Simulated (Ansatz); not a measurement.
`[CH3][Al]([CH3])[F]` + CH₃NH₂ → `C[NH][Al]([CH3])[F]` + CH₄  (ligand exchange at the Al–C bond)

Gas-phase electronic energies from Ansatz, PBE0-D4/def2-TZVP geometries. CCSD(T)/CBS adds triple-zeta CCSD(T) − MP2 to the extrapolated MP2 energy (def2 sets, frozen cores). This one scheme is used for every species. DFT in def2-TZVPP. HSE06 is defined as in plane-wave codes. Each species was taken in one conformer, which may not be the lowest.

Task: Is it downhill or uphill in electronic energy at CCSD(T)/CBS, and by how much? (Estimate.)

Result: The calculation gave: Downhill: ΔE = -1.01 eV.

Task: What do these levels give: PBE0-D4, B2PLYP, r2SCAN, HSE06, BHLYP, CAM-B3LYP? (Best estimate.)

Result: Computed: PBE0-D4 -0.96, B2PLYP -1.03, r2SCAN -1.01, HSE06 -0.94, BHLYP -1.03, CAM-B3LYP -1.02 eV.

Largest T1 diagnostic among the species: 0.011.

The D4 term adds −0.04 eV with B3LYP and −0.02 eV with PBE0; it sums over pairs of atoms, weighted by their polarisabilities, and B3LYP, whose exchange is more repulsive, gets the larger term. At CCSD(T), def2-SVP lies −0.08 eV from the extrapolated value and def2-TZVPP −0.01 eV. Leaving LDA and LC-ωPBE aside and taking each functional with its dispersion term where it has one, the values, not all of them listed here, spread over 0.11 eV, from BHLYP-D4 to PBE-D4. LDA lies −0.05 eV from PBE without D4.

B3LYP here is the variant with VWN-RPA as its local correlation; programs differ in this.
